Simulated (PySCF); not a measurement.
**Steps of a relaxation of [Pr(H2O)4]3+**

[Pr(H2O)4]3+ (singlet in the valence; each metal's 4f electrons, 2 of them, lie in its core potential, out of spins and levels; a saddle point, relaxed within its symmetry). PySCF 2.14.0, RKS PBE0, Pr lcecp-1-SVP with ECP48, O def2-SVP, H def2-SVP; non-relativistic Hamiltonian with scalar-relativistic core potentials where named; density fitting; no spin-orbit coupling. Origin of the start: template. Columns: position (Å) and force (eV/Å). Energies are counted from the last step; some of the 7 steps are shown. Forces carry noise of the integration grid, about 0.01 to 0.03 eV/Å.

Run from Python with OMP_NUM_THREADS=2. Where DIIS fails, smearing, a level shift and second-order steps follow.
It took 71 s on 2 threads of Arm Neoverse V1, on a shared host, from the converged density of the start.

```xyz
13
step 0  E = 0.328 eV
Pr    0.0000    0.0000    0.0000     0.00    0.00    0.00
O     1.4636    1.4636    1.4636    -1.00   -0.94   -0.94
H     1.8042    1.2597    2.3487     0.23   -0.04    0.44
H     1.8042    2.3487    1.2597     0.23    0.44   -0.04
O    -1.4636   -1.4636    1.4636     1.00    0.94   -0.94
H    -1.8042   -1.2597    2.3487    -0.23    0.04    0.44
H    -1.8042   -2.3487    1.2597    -0.23   -0.44   -0.04
O     1.4636   -1.4636   -1.4636    -1.00    0.94    0.94
H     1.8042   -2.3487   -1.2597     0.23   -0.44    0.04
H     1.8042   -1.2597   -2.3487     0.23    0.04   -0.44
O    -1.4636    1.4636   -1.4636     1.00   -0.94    0.94
H    -1.8042    2.3487   -1.2597    -0.23    0.44    0.04
H    -1.8042    1.2597   -2.3487    -0.23   -0.04   -0.44
```

```xyz
13
step 2  E = 0.044 eV
Pr    0.0000    0.0000    0.0000     0.00    0.00    0.00
O     1.4035    1.3932    1.3932     0.15    0.31    0.31
H     1.7517    1.2216    2.3052    -0.15   -0.08   -0.36
H     1.7517    2.3052    1.2216    -0.15   -0.36   -0.08
O    -1.4035   -1.3932    1.3932    -0.15   -0.31    0.31
H    -1.7517   -1.2216    2.3052     0.15    0.08   -0.36
H    -1.7517   -2.3052    1.2216     0.15    0.36   -0.08
O     1.4035   -1.3932   -1.3932     0.15   -0.31   -0.31
H     1.7517   -2.3052   -1.2216    -0.15    0.36    0.08
H     1.7517   -1.2216   -2.3052    -0.15    0.08    0.36
O    -1.4035    1.3932   -1.3932    -0.15    0.31   -0.31
H    -1.7517    2.3052   -1.2216     0.15   -0.36    0.08
H    -1.7517    1.2216   -2.3052     0.15   -0.08    0.36
```

```xyz
13
step 4  E = 0.001 eV
Pr    0.0000    0.0000    0.0000     0.00    0.00    0.00
O     1.3739    1.3841    1.3841     0.06    0.03    0.03
H     1.7473    1.1877    2.2721    -0.03   -0.04    0.00
H     1.7473    2.2721    1.1877    -0.03    0.00   -0.04
O    -1.3739   -1.3841    1.3841    -0.06   -0.03    0.03
H    -1.7473   -1.1877    2.2721     0.03    0.04    0.00
H    -1.7473   -2.2721    1.1877     0.03    0.00   -0.04
O     1.3739   -1.3841   -1.3841     0.06   -0.03   -0.03
H     1.7473   -2.2721   -1.1877    -0.03    0.00    0.04
H     1.7473   -1.1877   -2.2721    -0.03    0.04    0.00
O    -1.3739    1.3841   -1.3841    -0.06    0.03   -0.03
H    -1.7473    2.2721   -1.1877     0.03    0.00    0.04
H    -1.7473    1.1877   -2.2721     0.03   -0.04    0.00
```

Question: Where does the relaxation end?

Answer: It converges at step 6 in D2d:
```xyz
13
step 6  E = 0
Pr    0.0000    0.0000    0.0000
O     1.3778    1.3819    1.3819
H     1.7451    1.1835    2.2715
H     1.7451    2.2715    1.1835
O    -1.3778   -1.3819    1.3819
H    -1.7451   -1.1835    2.2715
H    -1.7451   -2.2715    1.1835
O     1.3778   -1.3819   -1.3819
H     1.7451   -2.2715   -1.1835
H     1.7451   -1.1835   -2.2715
O    -1.3778    1.3819   -1.3819
H    -1.7451    2.2715   -1.1835
H    -1.7451    1.1835   -2.2715
```

Question: How did the contacts change?

Answer: 
```tsv
contact	start (Å)	end (Å)
Pr1–O2 (H2O)	2.535	2.391
Pr1–O5 (H2O)	2.535	2.391
Pr1–O8 (H2O)	2.535	2.391
Pr1–O11 (H2O)	2.535	2.391
```


An lcecp potential fixes the number of 4f electrons, so in runs with it no electron can move into or out of that shell.
